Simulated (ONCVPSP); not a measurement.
Ranking ONCV potentials for manganese

All share these settings but for the change named:

ONCVPSP 4.0.1 input, shortened (lines: element, Z, core and valence counts, functional; n l f; lmax; l rc ep ncon nbas qcut; lloc lpopt rc5 dvloc0; l nproj debl; icmod fcfact rcfact), LDA (Perdew-Wang 92), scalar-relativistic:

```
  Mn 25.00    3    4  -001012      upf
    1    0    2.00
    2    0    2.00
    2    1    6.00
    3    0    2.00
    3    1    6.00
    3    2    5.00
    4    0    2.00
    2
    0    1.70    0.00    4    8    7.40
    1    1.10    0.00    4    8    9.70
    2    1.00    0.00    5    9   10.70
    4    5    0.70    0.00
    0    3    3.70
    1    1    1.80
    2    2    1.30
    3    4.50    1.45
```

Test errors are all-electron minus pseudo excitation energies from the reference, over 3s2 3p6 3d5 4s1; 3s2 3p6 3d5 4s0; 3s2 3p6 3d4 4s0; 3s2 3p6 3d5 4s0 4p2. None of these files shows a bound ghost.

The base gives 39.7 meV.

Of 6 variants that were run, those that failed, showed a ghost or another fault, or gave nearly equal values are left out.

A variant can come out equal or close to the base, since the largest error may sit in a test that the change hardly touches while other tests move.

Question: Rank these variants by their largest absolute test error, smallest first.
A. p: rc 1.06
B. p: rc 1.26
C. p: rc 0.8

Answer: C (27.8 meV), A (37.8 meV), B (45.2 meV).
